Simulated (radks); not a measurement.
Values are calculated unless marked as measured or tabulated.
Coulomb parameter of the 4f shell of the dysprosium ion Dy+ in the model configuration [Xe] 4f8.5 6s1 6p1.5, as a second difference U = [E(n + 1) + E(n - 1) - 2 E(n)] / (1)^2 with all orbitals relaxed. "Bare": the charge of the atom changes with n. "Screened": the 6p shell takes up the change at fixed total charge, which measures U(4f,4f) + U(6p,6p) - 2 U(4f,6p). Code: a radial shooting solver on a logarithmic mesh with Libxc functionals. Model: scalar-relativistic Kohn-Sham, PBE, spin-unpolarised, spherical densities, point nucleus.

case	configuration	E - E(n) (eV)
start	[Xe] 4f8.5 6s1 6p1.5	0.000
bare +1	[Xe] 4f9.5 6s1 6p1.5	-16.533
bare -1	[Xe] 4f7.5 6s1 6p1.5	33.899
screened +1	[Xe] 4f9.5 6s1 6p0.5	-12.315
screened -1	[Xe] 4f7.5 6s1 6p2.5	21.997

U(bare) = 17.366 eV, U(screened by 6p) = 9.682 eV, against the Slater integral F0(4f,4f) = 32.145 eV with frozen orbitals.
